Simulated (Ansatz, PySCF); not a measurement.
CH$_{6}$ClF$_{2}$NSi$_{2}$ (SMILES CN([SiH2]Cl)[SiH](F)F), singlet, geometry from GFN2-xTB. Base run: PySCF with CASSCF(4,3)/STO-3G.

The PySCF input:
```python
from pyscf import gto, scf, mcscf
import numpy

mol = gto.M(
    atom='''
Si    1.48482617    0.44054884    0.53226603
F     1.02828938    1.25736428    1.82227492
F     2.63652645   -0.52417569    1.07169294
N     0.17024140   -0.53935536    0.03724780
C     0.46037466   -1.71266202   -0.77956695
Si   -1.50456563   -0.06225728    0.13142739
Cl   -2.14696365    0.41144837   -1.71296948
H     2.07418475    1.35507352   -0.41450598
H     1.45847123   -2.08397514   -0.56110933
H    -0.25955677   -2.50089693   -0.56145693
H     0.39989177   -1.47567258   -1.84437731
H    -2.24241122   -1.23571293    0.59177443
H    -1.59312520    1.10324203    0.98940470
''',
    basis='sto-3g',
    verbose=3,
)

mf = scf.RHF(mol)
mf.kernel()
mc = mcscf.CASSCF(mf, 3, 4)
mc.fix_spin_(ss=0.0)
mc.kernel()
occ = numpy.linalg.eigvalsh(mc.fcisolver.make_rdm1(mc.ci, mc.ncas, mc.nelecas))[::-1]
ss = mc.fcisolver.spin_square(mc.ci, mc.ncas, mc.nelecas)[0]
print('natural occupations', occ.round(4), ' <S^2>', round(ss, 4))
```

Programs used: Ansatz (a program for electronic structure), PySCF; a row that names a program was run with it.

Each row names what was changed in the base input (with any setting that the change needs).

```csv
change,ΔE vs base (kcal/mol),natural occupations,<S^2> of the state
base,0.000,2.00 1.99 0.01,0.00
conv_tol = 1e-5,0.003,2.00 1.99 0.01,0.00
"active space = 4 electrons, 5 orbitals",-13.93,1.98 1.98 0.02 0.02 0.00,0.00
orbitals = fixed (CASCI); correction = SC-NEVPT2,-124.4,2.00 2.00 0.00,0.00
"active space = 10 electrons, 8 orbitals",-25.55,2.00 2.00 1.99 1.98 1.98 0.02 0.02 0.02,0.00
solver = newton,0.001,2.00 1.99 0.01,0.00
start = MP2 natural orbitals,-1.97,2.00 1.99 0.01,0.00
"code = ansatz; correction = SC-NEVPT2, all electrons",-125.9,-,-
code = ansatz,-1.96,-,-
orbitals = fixed (CASCI),4.75,2.00 2.00 0.00,0.00
"active space = 10 electrons, 9 orbitals",-34.67,2.00 1.99 1.98 1.98 1.97 0.03 0.02 0.02 0.02,0.00
```

Active orbitals are taken around the Fermi level unless the row says otherwise; CASSCF can end in different local minima, and two programs can end on different orbitals. State-averaged rows give the lowest state.

Ansatz warned in this series: other orbitals give a lower active-space energy.
